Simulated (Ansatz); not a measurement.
`O[SiH](O)C#C[SiH3]` + `[NH2][GeH2][OH]` → `[OH][GeH2][NH][SiH](O)O` + `C#C[SiH3]`  (ligand exchange at the Si–C bond)

Gas-phase electronic energies from Ansatz, PBE0-D4/def2-TZVP geometries. CCSD(T)/CBS is the MP2 limit (def2-TZVPP, def2-QZVPP) plus CCSD(T) − MP2 in def2-TZVPP, frozen cores. Functionals use def2-TZVPP. For Ge outer-core shells are correlated without core-valence functions, which leaves a few kJ/mol of doubt a bond. Scalar relativity is left out up to krypton. One conformer a species, not always the lowest.

`O[SiH](O)C#C[SiH3]`:

```xyz
12

O    -0.964    1.915   -1.969
Si    0.478    1.434   -1.367
O     1.275    2.582   -0.521
C     0.181   -0.003   -0.266
C    -0.029   -0.943    0.475
Si   -0.331   -2.366    1.579
H    -1.746    1.786   -1.432
H     1.333    1.105   -2.516
H     1.040    2.721    0.397
H    -0.350   -1.893    2.984
H     0.752   -3.361    1.397
H    -1.640   -2.977    1.240
```

`[NH2][GeH2][OH]`:

Z-matrix (Å, degrees):
```
Ge
O 1 1.780
N 1 1.819 2 104.8
H 1 1.538 2 111.2 3 -115.1
H 1 1.549 2 106.5 3 123.0
H 2 0.959 1 112.2 3 -147.4
H 3 1.009 1 115.8 2 -150.0
H 3 1.009 1 117.0 2 77.3
```

`[OH][GeH2][NH][SiH](O)O`:

```xyz
13

O     0.144    2.208   -0.115
Ge    1.310    0.979   -0.720
N     0.478   -0.645   -0.684
Si   -0.466   -1.167    0.648
O    -1.923   -1.583    0.010
O    -0.493    0.047    1.740
H    -0.551    2.399   -0.750
H     1.716    1.287   -2.171
H     2.446    1.077    0.297
H     0.325   -1.085   -1.579
H     0.070   -2.333    1.386
H    -2.494   -2.126    0.556
H    -0.560    0.943    1.382
```

`C#C[SiH3]`:

```xyz
7

C    -1.896   -0.173   -0.469
C    -0.730   -0.067   -0.180
Si    1.033    0.094    0.255
H    -2.927   -0.267   -0.723
H     1.229    1.324    1.060
H     1.453   -1.090    1.044
H     1.839    0.177   -0.987
```

CCSD(T)/CBS gives -60.2 kJ/mol.

Another level gave -57.8 kJ/mol. Which?
A. SCS-MP2/def2-TZVPP
B. HF/def2-TZVPP
C. ωB97M-V/def2-TZVPP
D. PBE/def2-TZVPP

A. SCS-MP2/def2-TZVPP -57.8, PBE -47.0, HF/def2-TZVPP -52.1, ωB97M-V -62.5 kJ/mol.

Largest T1 diagnostic among the species: 0.013.

In def2-TZVPP, CCSD(T) changes the Hartree–Fock value by −9.2 kJ/mol (the triples alone add −0.6 kJ/mol) and MP2 by −8.2 kJ/mol. The D4 term adds −8.5 kJ/mol with B3LYP and −4.5 kJ/mol with PBE0; it sums over pairs of atoms, weighted by their polarisabilities, and B3LYP, whose exchange is more repulsive, gets the larger term.

B3LYP here is the variant with VWN-RPA as its local correlation; programs differ in this.
